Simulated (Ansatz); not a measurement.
A search over several starts for the lowest SCF solution of the cluster Ta₂B₂ at the given spin, in a small basis.

```yaml
crystal:
  periodic: [false, false, false]
  atoms:
    - {symbol: Ta, position_ang: [1.050770, 1.712407, -1.469161]}
    - {symbol: Ta, position_ang: [-1.194942, 1.746568, -0.325684]}
    - {symbol: B, position_ang: [0.639717, 2.110770, 0.489112]}
    - {symbol: B, position_ang: [0.177556, 0.237455, -0.362567]}
basis:
  gaussian: {orbitals: def2-SVP, initial_orbitals: start.molden}
hamiltonian: {xc: pbe0, dispersion: d4}
output: {orbitals: {seedname: orbitals}}
```

The file start.molden holds the orbitals of an earlier run on this structure, at another level or in another basis.

```sh
$ ansatz run in.yaml --threads 4 --pin off --events-out ev --progress --plain --max-ram 3916MiB
```

Output, abridged:

```
Functional definition: PBE0
968 factors; their error is unknown
mean field evaluation 1: about -4368.9283 eV, gradient 1.3e3 eV
mean field evaluation 2: about -4394.1731 eV, gradient 5.6e1 eV
mean field evaluation 4: about -4432.7023 eV, gradient 2.6e1 eV
mean field evaluation 8: about -4444.4819 eV, gradient 3.3e-1 eV
mean field evaluation 16: about -4439.0571 eV, gradient 4.3e1 eV
mean field evaluation 32: about -4444.4822 eV, gradient 8.7e-5 eV
mean field -4444.48216384 eV, -163.3317069430 hartree, gradient 1.3e-5 eV, S^2 0.000000; 1 other end points of the search recorded, 0 dependent functions left out
reference -4444.48218988 eV, -163.3317078999 hartree; 18, 18 occupied and 74, 74 virtual orbitals, 968 factors
Total energy: -4444.62469276 eV, -163.3369447841 hartree
```

Hardware: 4 threads of Arm Neoverse V2 on a shared host. Wall time 1.9 s.

In the def2 sets Ta takes a core potential; there is no spin–orbit coupling. The structure comes from a short search, and lower isomers may exist.
